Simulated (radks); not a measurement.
Species: Os3+. Configuration: [Xe] 4f14 5d5 (the NIST ground configuration). Calculated with a radial shooting solver on a logarithmic mesh with Libxc functionals: scalar-relativistic Kohn-Sham, PBE, spin-unpolarised, spherical densities, finite nucleus; Fermi nuclear charge, rms radius 5.4126 fm.

Unscreened Slater integrals over Kohn-Sham orbitals (cm^-1).

integral    value
F0(5d,5d)  123340
F2(5d,5d)   64477
F4(5d,5d)   42750
F0(5d,5p)  140780
F2(5d,5p)   69458
G1(5d,5p)   82940
G3(5d,5p)   51345
F0(5d,4f)  158950
F2(5d,4f)   37176
F4(5d,4f)   17401
G1(5d,4f)   13105
G3(5d,4f)   11922
G5(5d,4f)  9425.2
F0(5d,5s)  146440
G2(5d,5s)   53553
F0(5p,5p)  170330
F2(5p,5p)   91970
F0(5p,4f)  208990
F2(5p,4f)   65938
G2(5p,4f)   27124
G4(5p,4f)   22383
F0(5p,5s)  181730
G1(5p,5s)  121300
F0(4f,4f)  362700
F2(4f,4f)  177520
F4(4f,4f)  112470
F6(4f,4f)   81231
F0(4f,5s)  234810
G3(4f,5s)   34688
F0(5s,5s)  196540

Derived for the open shells (J is the average intra-shell exchange parameter used in DFT+U). 5d: Racah B = F2/49 - 5 F4/441 = 831.2 cm^-1, C = 35 F4/441 = 3393 cm^-1, C/B = 4.08, F4/F2 = 0.663, J = (F2 + F4)/14 = 7659 cm^-1.
